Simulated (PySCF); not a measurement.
Compound: Mo(NH)2(NH2)2 (singlet state).
Bonds: Mo1–N2, Mo1–N4, Mo1–N6, Mo1–N9. Hydrogens: H3 on N2; H5 on N4; H7, H8 on N6; H10, H11 on N9.

Computed with PySCF 2.14.0, PBE0-D3(BJ)/def2-SVP geometry optimisation, gas phase, def2 core potentials past Kr.

Problem. How far are the bound atoms from Mo1?

Solution. 4 atoms: N4 1.730 Å, N2 1.733 Å, N9 1.945 Å, N6 1.945 Å. The nearest atom not counted as bound is H7, at 2.65 Å (others tie with it).

Problem. List the angles at Mo1.

Solution. 
```json
{"angle": "N2–Mo1–N4", "degrees": "115.3", "distance of the outer atoms (Å)": "2.93"}
{"angle": "N6–Mo1–N9", "degrees": "112.8", "distance of the outer atoms (Å)": "3.24"}
{"angle": "N2–Mo1–N6", "degrees": "107.4", "distance of the outer atoms (Å)": "2.97"}
{"angle": "N4–Mo1–N9", "degrees": "107.3", "distance of the outer atoms (Å)": "2.96"}
{"angle": "N2–Mo1–N9", "degrees": "107.1", "distance of the outer atoms (Å)": "2.96"}
{"angle": "N4–Mo1–N6", "degrees": "107.0", "distance of the outer atoms (Å)": "2.96"}
```

Problem. What is the shape at Mo1?

Solution. Distorted tetrahedral: angles from 107.0° to 115.3°; τ4 = (360° − α − β)/141° = 0.94 with α and β the two widest (0 for a square, 1 for a tetrahedron). The Mo–N distances aren't all alike: 1.730 to 1.945 Å. Differences among atoms that C2v makes equivalent are scatter left by the optimiser.

Problem. What are the other bond lengths?

Solution. N2–H3, N4–H5 1.017 Å; N6–H7 and 3 like bonds 1.014 Å.

Problem. What are the rotational constants (commonest isotopes, rigid rotor)?

Solution. A = 3591, B = 3130, C = 3101 MHz: an asymmetric top.

Point group: C2v (every atom within 0.08 Å of its image). Charge 0, singlet. Whether it is a minimum is left open (no frequencies).
